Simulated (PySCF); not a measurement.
Compound: C₅H₄ClP.
SMILES: `ClC1=CC=CC=P1`

Vertical excitations from PySCF (density fitting, frozen core in the response, grid level 2 and gas phase unless stated; continuum runs use non-equilibrium linear response for the excitations) on a GFN2-xTB geometry. Reference run:

```
                                   settings    S1, eV (f)    S2, eV (f)    S3, eV (f)    S4, eV (f)    S5, eV (f)    S6, eV (f)  T1, eV (Tamm–Dancoff)  mean α (au)
CAM-B3LYP/def2-SVPD, full TDDFT, 8 singlets  4.65 (0.017)  5.01 (0.088)  5.24 (0.019)  5.89 (0.390)  5.94 (0.000)  6.18 (0.000)                   3.07         94.3
```

Q: What do these settings give: (1) PBE0/6-31G, TDA, 6 singlets; (2) PBE0/def2-SVP, fitting basis def2-universal-jkfit, full TDDFT, 3 singlets?

A: 
```tsv
settings	S1, eV (f)	S2, eV (f)	S3, eV (f)	S4, eV (f)	S5, eV (f)	S6, eV (f)	T1, eV (Tamm–Dancoff)	mean α (au)
PBE0/6-31G, TDA, 6 singlets	4.83 (0.020)	5.20 (0.039)	5.58 (0.140)	5.86 (0.001)	5.96 (0.001)	6.54 (0.413)	3.21	75.8
PBE0/def2-SVP, fitting basis def2-universal-jkfit, full TDDFT, 3 singlets	4.61 (0.022)	5.13 (0.078)	5.14 (0.020)	–	–	–	3.11	79.3
```

(1) S1 moves by +0.18 eV; functional, basis and response scheme change together, so the shift can't be laid on one. (2) S1 moves by -0.04 eV; functional and basis change together, so the shift can't be laid on one. States are counted by energy in each run and needn't keep their character from row to row.

Q: Give the leading configurations of S1 (H = HOMO, L = LUMO) and the HOMO–LUMO gap of each run.

A: 
```csv
settings,S1 configurations (weight),S1 (eV),orbital gap (eV),S1 − gap (eV)
"CAM-B3LYP/def2-SVPD, full TDDFT, 8 singlets","H→L 0.40, H−1→L 0.28, H→L+1 0.25",4.65,7.53,-2.88
"PBE0/6-31G, TDA, 6 singlets","H−1→L 0.36, H→L 0.33, H→L+1 0.25",4.83,5.53,-0.70
"PBE0/def2-SVP, fitting basis def2-universal-jkfit, full TDDFT, 3 singlets","H→L 0.47, H−1→L 0.27, H→L+1 0.20",4.61,5.40,-0.79
```

